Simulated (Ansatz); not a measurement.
Constitutional and geometric isomers with formula C3H6Si. Gas-phase values, no solvent. One relaxed conformer stands for each flexible species; it need not be the lowest. Strings in code marks are SMILES.

Quantity: electronic energy of isomers of C3H6Si relative to `C1=C[SiH2]C1`, in kcal/mol.

Case: `C1=[SiH]CC1`. Geometry of `C1=[SiH]CC1` (neutral, multiplicity 1, Å):

```xyz
10

C      0.2003     1.2804    -0.1711
Si     1.4025     0.0809    -0.0037
C     -0.0634    -1.0827     0.1453
C     -0.9102     0.2321    -0.0360
H      0.0408     2.3369    -0.3140
H      2.8796    -0.0368     0.0197
H     -0.2243    -1.5746     1.1037
H     -0.2153    -1.8106    -0.6505
H     -1.5596     0.4049     0.8283
H     -1.5504     0.1696    -0.9218
```

Task: What is the computed electronic energy of isomers of C3H6Si relative to `C1=C[SiH2]C1` (PBE/cc-pVTZ // B3LYP-D3(BJ)/def2-TZVP (Ansatz, a first-principles code))?

Result: 21.6 kcal/mol.
